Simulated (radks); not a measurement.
Kr XII, 25 electrons, occupied as [Ar] 3d7 (the NIST ground configuration). All-electron calculation, Dirac Kohn-Sham, PBE, spin-unpolarised, spherical densities, finite nucleus; open shells fill j = l - 1/2 first; Fermi nuclear charge, rms radius 4.1884 fm. Program: a radial shooting solver on a logarithmic mesh with Libxc functionals.

Normalised radial functions P(r) = r R(r) (large component), r in bohr:

```
   r/bohr * 3s1/2, o 3d3/2 (the largest magnitude, 1.58, reaches the edge; | marks zero, & curves that meet)
 0.004858                             o   *
 0.005434                             o    *
 0.006078                             o    *
 0.006798                             o    *
 0.007604                             o     *
 0.008573                             o     *
 0.009589                             o      *
  0.01073                             o      *
    0.012                             o       *
  0.01342                             o       *
  0.01501                             o       *
  0.01679                             o        *
  0.01893                             o        *
  0.02117                             o        *
  0.02368                             o        *
  0.02649                             o       *
  0.02963                             o       *
  0.03314                             o      *
  0.03736                             |o    *
  0.04179                             |o  *
  0.04674                             |o*
  0.05228                             *o
  0.05848                           * | o
  0.06541                         *   | o
  0.07375                      *      |  o
  0.08249                   *         |   o
  0.09226                 *           |   o
   0.1032               *             |     o
   0.1154              *              |      o
   0.1291              *              |       o
   0.1456               *             |         o
   0.1628                 *           |           o
   0.1821                    *        |             o
   0.2037                         *   |               o
   0.2278                             |*                o
   0.2548                             |      *            o
    0.285                             |            *        o
   0.3214                             |                  *    o
   0.3595                             |                      *o
   0.4021                             |                       o *
   0.4497                             |                       o  *
    0.503                             |                      o  *
   0.5626                             |                    o  *
   0.6344                             |                 o  *
   0.7096                             |               o*
   0.7936                             |            &
   0.8877                             |        *o
   0.9929                             |     *o
    1.111                             |   *o
    1.252                             | *o
    1.401                             |*o
    1.567                             *o
    1.752                             *o
```

3s1/2: eigenvalue -515.01 eV, 2 radial nodes at r = 0.0533, 0.223 bohr, <r> = 0.511 bohr, 90 % of the charge inside 0.754 bohr. 3d3/2: eigenvalue -333.28 eV, 0 radial nodes, <r> = 0.495 bohr, 90 % of the charge inside 0.788 bohr.
